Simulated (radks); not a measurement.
Neutral platinum, configuration [Kr] 4d10 4f14 5s2 5p5.75 5d9 6s1 7s0.25 (fractional occupations, a model configuration). All-electron calculation, Dirac Kohn-Sham, PBEsol, spin-unpolarised, spherical densities, point nucleus; open shells fill j = l - 1/2 first. Program: a radial shooting solver on a logarithmic mesh with Libxc functionals.

Unscreened Slater integrals over Kohn-Sham orbitals (cm^-1). Large and small components are both included. Empty in this configuration: 6p1/2.

integral          value
F0(7s1/2,7s1/2)   17512
F0(7s1/2,6s1/2)   22315
G0(7s1/2,6s1/2)  551.95
F0(7s1/2,5d5/2)   22700
G2(7s1/2,5d5/2)  516.91
F0(7s1/2,5d3/2)   22726
G2(7s1/2,5d3/2)  489.20
F0(7s1/2,6p1/2)   21850
G1(7s1/2,6p1/2)  2255.7
F0(6s1/2,6s1/2)   70261
F0(6s1/2,5d5/2)   83143
G2(6s1/2,5d5/2)   21909
F0(6s1/2,5d3/2)   83971
G2(6s1/2,5d3/2)   20074
F0(6s1/2,6p1/2)   56681
G1(6s1/2,6p1/2)   33727
F0(5d5/2,5d5/2)  118090
F2(5d5/2,5d5/2)   59452
F4(5d5/2,5d5/2)   38777
F0(5d5/2,5d3/2)  120810
F2(5d5/2,5d3/2)   60917
G2(5d5/2,5d3/2)   60828
G4(5d5/2,5d3/2)   39740
F0(5d5/2,6p1/2)   62355
G3(5d5/2,6p1/2)  8317.3
F0(5d3/2,5d3/2)  123730
F2(5d3/2,5d3/2)   62624
F0(5d3/2,6p1/2)   62705
G1(5d3/2,6p1/2)   10347
F0(6p1/2,6p1/2)   48714
